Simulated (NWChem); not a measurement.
## Atomisation of C₂H₅BO₂

```
C
C 1 1.3388
H 2 1.0954 1 120.62
H 2 1.0955 3 116.75 1 180.00
H 1 1.0992 2 117.65 3 180.00
B 1 1.5668 5 119.90 2 180.00
O 6 1.3597 1 119.16 5 180.00
H 7 0.9633 6 111.30 1 180.00
O 6 1.3681 7 117.91 8 0.00
H 9 0.9608 6 113.04 7 180.00
```
Charge 0, spin multiplicity 1.

Everything below was run with NWChem. All single points use one geometry, from PBE0/def2-SVP, a minimum by its harmonic frequencies. It is one conformer; others weren't searched.

Basis set: def2-TZVP. The atomisation energy is electronic alone: no zero-point, thermal, spin-orbit or counterpoise terms. No value is extrapolated to the basis-set limit. Free atoms are single determinants with multiplicities B 2, C 3, H 2, O 3.

B3LYP has NWChem's definition, with VWN1-RPA local correlation. The structure started from a generated list of species. The stability of the SCF solutions was not checked.

Question: Order these methods by the atomisation energy they give, lowest first: LDA (SVWN5), PBE0, BHandHLYP, B3LYP, BP86, PBE.

Answer: BHandHLYP (996.9 kcal/mol), B3LYP (1030.2 kcal/mol), PBE0 (1036.1 kcal/mol), PBE (1059.2 kcal/mol), BP86 (1063.8 kcal/mol), LDA (SVWN5) (1192.9 kcal/mol)
